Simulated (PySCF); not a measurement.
From one molecule to another.

First species: CH₈SSi₂.
Z-matrix (Å and degrees, PBE0-D3(BJ)/def2-SVP geometry), rows numbered from 1:
```
C 
Si  1  1.8691
S   2  2.1586  1  106.92
Si  3  2.1477  2   99.44  1   179.81
H   1  1.1002  2  110.55  3   -60.34
H   1  1.1003  2  110.52  3    59.72
H   1  1.1011  2  110.34  3   179.66
H   2  1.4957  1  111.44  3  -119.78
H   2  1.4957  1  111.47  3   119.73
H   4  1.4941  3  111.15  2    60.24
H   4  1.4940  3  111.15  2   -60.71
H   4  1.4900  3  106.35  2   179.73
```

Second species: C₅H₁₄BN.
SMILES: `CCCBN(C)C`

Levels: wB97X-D/def2-SVPD for dipole moment, HOMO energy, LUMO energy, HOMO–LUMO gap, static isotropic polarisability and electronic spatial extent ⟨r²⟩ about the centre of nuclear charge; TDDFT wB97X-D/def2-SVPD for lowest singlet excitation; TDA wB97X-D/def2-SVPD for lowest triplet excitation (Tamm–Dancoff); ΔSCF wB97X-D/def2-SVPD for vertical ionisation energy; PBE0-D3(BJ)/def2-SVP for rotational constant A and rotational constant C. Geometries: PBE0-D3(BJ)/def2-SVP. Each species is one conformer at its optimised geometry, gas phase, non-relativistic unless stated. Electronic properties by PySCF.

Dipoles, sizes and rotational constants follow the conformer. The torsions of the flexible species, by atom-mapped SMILES:
- `[CH3:1][SiH2:2][S:3][SiH3:4]`: C1–Si2–S3–Si4 180°
- `[CH3:1][CH2:2][CH2:3][BH:4][N:5]([CH3:6])[CH3:7]`: C1–C2–C3–B4 -176°, C2–C3–B4–N5 -89°, C3–B4–N5–C6 178°

(1) Which of the two has the higher HOMO–LUMO gap, and by how much?

(2) Which has the higher vertical ionisation energy?

(3) Which of the two has the higher ⟨r²⟩, and by how much?

(4) Which of the two has the higher rotational constant C, and by how much?

(5) Which of the two has the higher static isotropic polarisability, and by how much?

(6) Which has the higher rotational constant A?

(7) Which has the higher T1 energy?

(8) Which of the two has the higher dipole moment, and by how much?

Answers

(1) The second: 11.14 eV against 10.75 eV, a difference of 0.39 eV.

(2) The first: 9.41 eV against 9.14 eV, a difference of 0.27 eV.

(3) The second: 1239 bohr² against 897 bohr², a difference of 342 bohr².

(4) The first: 1.385 GHz against 1.028 GHz, a difference of 0.357 GHz.

(5) The first: 89.5 au against 86.9 au, a difference of 2.6 au.

(6) The first: 8.685 GHz against 5.974 GHz, a difference of 2.711 GHz.

(7) The first: 5.86 eV against 5.51 eV, a difference of 0.35 eV.

(8) The second: 1.53 D against 1.17 D, a difference of 0.36 D.

On the first: In wavenumbers S1 is 50200 cm⁻¹ (1 eV = 8065.54 cm⁻¹). S1 lies 4.52 eV below the HOMO–LUMO gap; its leading configuration is HOMO→LUMO, weight 0.95.

On the second: No computed singlet falls in the visible range (750 to 380 nm, 1.65 to 3.26 eV); S1 lies 3.75 eV above its blue end. The polarisability is 12.88 Å³ as a volume (1 au = 0.148185 Å³), or 1.55 au for each of the 56 electrons.
